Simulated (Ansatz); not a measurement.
Name a neutral molecule of B, C, O, S and H with ideal-gas entropy at 298 K and 1 bar (rigid rotor, harmonic PBE0-D4/def2-TZVP) between 328 and 344 J/(mol·K) and HOMO–LUMO gap (B3LYP/def2-TZVPP) between 4.60 and 4.90 eV (Ansatz, PBE0-D4/def2-TZVP geometry).

`BOC#CS` (337 J/(mol·K), 4.86 eV). Other molecules can fit too; these were computed, each in one conformer that needn't be the lowest.

B3LYP here is the variant with VWN-RPA as its local correlation; programs differ in this.
